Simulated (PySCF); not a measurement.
Several molecules and their computed UV-vis stick spectra, shuffled. The calculation used PySCF 2.14.0, density-fitted response routines, TDDFT wB97X-D/def2-SVPD, vertical, gas phase, core orbitals frozen in the response. Geometries: PBE0-D3(BJ)/def2-SVP; one conformer of each isolated species. Triplets are in the Tamm–Dancoff approximation. Relativistic effects are left out although some hold elements past zinc.

A. `O([Si](C)(C)OC)C`
B. `[SiH3][CH2][Ga]([Cl])[Cl]`
C. `O=S(=O)(F)Cl`
D. `[H][Si]([H])([H])C(C)C`

Lowest singlet levels (six at most, fewer where fewer were computed) with oscillator strengths:

1. 163 nm (f 0.010); 157 nm (f 0.002); 148 nm (f 0.003); 147 nm (f 0.045); 145 nm (f 0.009); 144 nm (f 0.022); T1 7.48 eV
2. 199 nm (f 0.022); 190 nm (f 0.000); 182 nm (f 0.149); 181 nm (f 0.017); 177 nm (f 0.008); 174 nm (f 0.070); T1 5.94 eV
3. 159 nm (f 0.002); 146 nm (f 0.020); 145 nm (f 0.001); 141 nm (f 0.248); 140 nm (f 0.142); 139 nm (f 0.036); T1 7.49 eV
4. 217 nm (f 0.002); 203 nm (f 0.003); 191 nm (f 0.001); 166 nm (f 0.001); 157 nm (f 0.192); 153 nm (f 0.000)

Problem. Match each spectrum to its molecule.

Solution. 1 = A, 2 = B, 3 = D, 4 = C.
- A: S1 at 7.59 eV, HOMO→LUMO (83%); Löwdin shares by element: HOMO oxygen 42%, carbon 15% or more, silicon 10% (atoms not listed hold the other 33%); LUMO carbon 30% or more, silicon 17% (atoms not listed hold the other 53%); HOMO -9.57 and LUMO 2.05 eV.
- B: S1 at 6.23 eV, HOMO→LUMO (91%); Löwdin shares by element: HOMO chlorine 41%, carbon 24%, gallium 13% (atoms not listed hold the other 21%); LUMO gallium 45%, chlorine 28%, carbon 13%; HOMO -10.63 and LUMO 0.19 eV.
- C: S1 at 5.72 eV, HOMO→LUMO (97%); Löwdin shares by element: HOMO chlorine 51%, oxygen 48%; LUMO chlorine 46%, sulfur 26%, oxygen 20%; HOMO -12.14 and LUMO -1.07 eV; point group Cs, 1 of its 6 listed states under f = 0.0005.
- D: S1 at 7.82 eV, HOMO→LUMO (89%); Löwdin shares by element: HOMO carbon 52%, silicon 22% (atoms not listed hold the other 27%); LUMO silicon 31%, carbon 27% (atoms not listed hold the other 42%); HOMO -9.98 and LUMO 2.09 eV; point group Cs.
